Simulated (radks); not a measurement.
The hafnium ion Hf+, configuration [Xe] 4f14 5d1 6s2.

All-electron calculation, scalar-relativistic Kohn-Sham, PBE, spin-polarised, spherical densities, finite nucleus; open shells are filled with parallel spins first (spin-orbit coupling, left out, can overturn this in heavy ions); Fermi nuclear charge, rms radius 5.347 fm. Program: a radial shooting solver on a logarithmic mesh with Libxc functionals.

Energy parts (Ry):
total: -30151.8563
kinetic: 33026.0477
electron-nucleus: -74327.2889
Hartree: 11763.9482
exchange-correlation: -614.5634

Orbitals (lengths in bohr, moments of r in powers of bohr; r(90%) holds 90 % of the orbital's charge):
1s down: occ. 1; eigenvalue (Ry) -4797.597; r(90%) 0.0345; <1/r> 83.78
1s up: occ. 1; eigenvalue (Ry) -4797.597; r(90%) 0.0345; <1/r> 83.78
2s up: occ. 1; eigenvalue (Ry) -821.0955; r(90%) 0.125; <1/r> 19.56
2s down: occ. 1; eigenvalue (Ry) -821.0931; r(90%) 0.125; <1/r> 19.56
2p up: occ. 3; eigenvalue (Ry) -721.2102; r(90%) 0.117; <1/r> 17.85
2p down: occ. 3; eigenvalue (Ry) -721.2082; r(90%) 0.117; <1/r> 17.85
3s up: occ. 1; eigenvalue (Ry) -187.6155; r(90%) 0.306; <1/r> 7.238
3s down: occ. 1; eigenvalue (Ry) -187.6153; r(90%) 0.306; <1/r> 7.238
3p up: occ. 3; eigenvalue (Ry) -157.7617; r(90%) 0.312; <1/r> 6.712
3p down: occ. 3; eigenvalue (Ry) -157.7614; r(90%) 0.312; <1/r> 6.712
3d up: occ. 5; eigenvalue (Ry) -122.3871; r(90%) 0.293; <1/r> 6.350
3d down: occ. 5; eigenvalue (Ry) -122.3858; r(90%) 0.293; <1/r> 6.350
4s up: occ. 1; eigenvalue (Ry) -38.34088; r(90%) 0.673; <1/r> 3.066
4s down: occ. 1; eigenvalue (Ry) -38.33946; r(90%) 0.673; <1/r> 3.066
4p up: occ. 3; eigenvalue (Ry) -28.54466; r(90%) 0.724; <1/r> 2.792
4p down: occ. 3; eigenvalue (Ry) -28.54339; r(90%) 0.724; <1/r> 2.792
4d up: occ. 5; eigenvalue (Ry) -15.87382; r(90%) 0.804; <1/r> 2.475
4d down: occ. 5; eigenvalue (Ry) -15.87213; r(90%) 0.804; <1/r> 2.475
5s up: occ. 1; eigenvalue (Ry) -5.61928; r(90%) 1.63; <1/r> 1.173
5s down: occ. 1; eigenvalue (Ry) -5.59163; r(90%) 1.63; <1/r> 1.176
5p up: occ. 3; eigenvalue (Ry) -3.30388; r(90%) 1.96; <1/r> 0.9788
5p down: occ. 3; eigenvalue (Ry) -3.26531; r(90%) 1.95; <1/r> 0.9822
4f up: occ. 7; eigenvalue (Ry) -1.92316; r(90%) 1.15; <1/r> 1.917
4f down: occ. 7; eigenvalue (Ry) -1.91638; r(90%) 1.14; <1/r> 1.920
6s up: occ. 1; eigenvalue (Ry) -0.88678; r(90%) 4.49; <1/r> 0.4073
6s down: occ. 1; eigenvalue (Ry) -0.85183; r(90%) 4.56; <1/r> 0.4013
5d up: occ. 1; eigenvalue (Ry) -0.80674; r(90%) 3.41; <1/r> 0.6021
5d down: occ. 0; eigenvalue (Ry) -0.75895; r(90%) 3.47; <1/r> 0.5985

The highest occupied level is 5d up at -10.976 eV. For comparison, the ionisation energy in NIST's Atomic Spectra Database is 14.61 eV (theoretical). In exact Kohn-Sham theory the highest level is minus the ionisation energy, but local and semilocal functionals leave it too shallow, through self-interaction and a potential that decays too fast; potentials with the right tail come closer. Spin moment in Bohr magnetons: 1. The density falls to 0.001 e/bohr^3 at r = 4.58 bohr. Summed over all electrons, <r^2> = 57.06 bohr^2, which gives a Langevin (diamagnetic) susceptibility term of -45.2 x 10^-6 cm^3/mol. The spin density at the nucleus is -0.771 e/bohr^3 (1s 0.002, 2s -0.217, 3s 0.081, 4s 0.225, 5s -4.089, 6s 3.226).
